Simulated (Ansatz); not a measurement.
FGeH4Si+: structure from calculated spectroscopic constants

These gas-phase data were calculated for one isomer of FGeH4Si+ at B3LYP/6-31G* (harmonic, unscaled wavenumbers; equilibrium rotational constants with average atomic masses):

| Property | Result |
| --- | --- |
| rotational constants | 13.16, 2.721, 2.32 GHz |
| all wavenumbers above 1500 cm⁻¹ | 2350, 2339, 2295, 2108 |

Candidates:

(1) `[F][GeH+][SiH3]`, a singlet
(2) `F[SiH2][GeH2+]`, a singlet

Q: Which candidate do the data belong to?

A: Candidate (1). 1 mode lies between 1900 and 2250 cm⁻¹, one for each Ge–H bond, while (2) has 2.

The same quantities for all candidates:

```tsv
	rotational constants (GHz)	wavenumbers above 1500 cm⁻¹	E above the lowest, B3LYP/6-31G* (kcal/mol)
(1)	13.16, 2.721, 2.32	2350, 2339, 2295, 2108	9.1
(2)	15.71, 2.19, 1.97	2347, 2312, 2163, 2122	0.0
```

Each candidate is one conformer. Programs: Ansatz 0.2.0.
